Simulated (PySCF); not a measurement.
Compound: C₂H₆BCl₃S.
Atom-mapped SMILES: `[CH3:1][S+:2]([CH3:3])[B-:4]([Cl:5])([Cl:6])[Cl:7]` (hydrogens: H8, H9, H10 on C1; H11, H12, H13 on C3)

The calculation used PBE0-D3(BJ)/def2-SVP geometry optimisation, gas phase in PySCF.

Q: Give the optimised bond lengths and angles.

A: 
| bond | length (Å) | order |
| --- | --- | --- |
| C1–S2, S2–C3 | 1.798 | single |
| S2–B4 | 2.019 | single |
| B4–Cl5, B4–Cl6, B4–Cl7 | 1.821 | single |
| C1–H8 and 5 like bonds | 1.098 | single |

Bonds in one row agree within 0.01 Å and their mean is given. Orders are formal, as drawn. A selection of angles:
| angle | degrees |
| --- | --- |
| S2–C1–H8 | 105.9 |
| S2–C1–H9 | 109.3 |
| H8–C1–H9 | 110.3 |
| H9–C1–H10 | 112.0 |
| C1–S2–C3 | 101.8 |
| C1–S2–B4 | 102.8 |
| S2–B4–Cl5 | 102.8 |
| S2–B4–Cl6 | 107.4 |
| Cl5–B4–Cl6 | 113.7 |
| Cl5–B4–Cl7 | 114.9 |

Torsions: C1–S2–B4–Cl5 -173° (antiperiplanar).

S2 (sulfur bonded to B and 2 C) is pyramidal (angles 103.0°, 102.8° and 101.8°, sum 307.6°, 0.81 Å off the plane of its three neighbours). Of the pairs four or more bonds apart, Cl6···H12 is among the closest relative to their van der Waals radii: 2.74 Å, 93 % of the sum of Bondi's values. B4 (four-coordinate boron) is distorted tetrahedral (angles from 102.8° to 114.9°).

Point group: Cs (tolerance 0.08 Å). PBE0-D3(BJ)/def2-SVP frequencies: not computed here.

Rough CPU time on one thread of a shared machine: about 80 s. This is the geometry optimisation.
